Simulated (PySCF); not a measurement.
A survey of ¹⁵N NMR shifts

No relativistic terms, single conformer, no solvent model, equivalent nuclei averaged. GFN2-xTB structure; σ from GIAO-PBE0/pcSseg-1; PySCF 2.14.

Shieldings were converted by a linear fit to measured shifts: ¹⁵N: δ = -148.07 − 0.921σ (rms 6.3 ppm, 71 shifts vs CH3NO2, solution or neat liquid). Occasional misses reach two or three times the rms, and more in compound classes unlike the fitted ones.

**Question.** Give the ¹⁵N shifts of `C=CCN([SiH3])C1=C[C@H]1N`, `C=C(C)CNC[SiH2]C#N`, `CCc1cc(S[SiH3])n[nH]1`, `NC(N)=S`, `O=Cc1ncccp1`, `N#C[C@@H](F)C(N)=S`.

**Answer.** 
```csv
compound,environment,δ (ppm)
[CH2:1]=[CH:2][CH2:3][N:4]([SiH3:5])[C:6]1=[CH:7][C@H:8]1[NH2:9],N4: enamine nitrogen,-324.5
[CH2:1]=[CH:2][CH2:3][N:4]([SiH3:5])[C:6]1=[CH:7][C@H:8]1[NH2:9],N9: amine nitrogen,-331.6
[CH2:1]=[C:2]([CH3:3])[CH2:4][NH:5][CH2:6][SiH2:7][C:8]#[N:9],N9: nitrile nitrogen,-57.3
[CH2:1]=[C:2]([CH3:3])[CH2:4][NH:5][CH2:6][SiH2:7][C:8]#[N:9],N5: amine nitrogen,-345.1
[CH3:1][CH2:2][c:3]1[cH:4][c:5]([S:6][SiH3:7])[n:8][nH:9]1,N8: pyridine-type nitrogen of an azole,-100.8
[CH3:1][CH2:2][c:3]1[cH:4][c:5]([S:6][SiH3:7])[n:8][nH:9]1,N9: pyrrole-type ring nitrogen,-196.0
NC(N)=S,thioamide-type nitrogen (×2),-290.3
O=Cc1ncccp1,pyridine-type ring nitrogen,-39.0
[N:1]#[C:2][C@@H:3]([F:4])[C:5]([NH2:6])=[S:7],N1: nitrile nitrogen,-102.3
[N:1]#[C:2][C@@H:3]([F:4])[C:5]([NH2:6])=[S:7],N6: thioamide-type nitrogen,-256.8
```
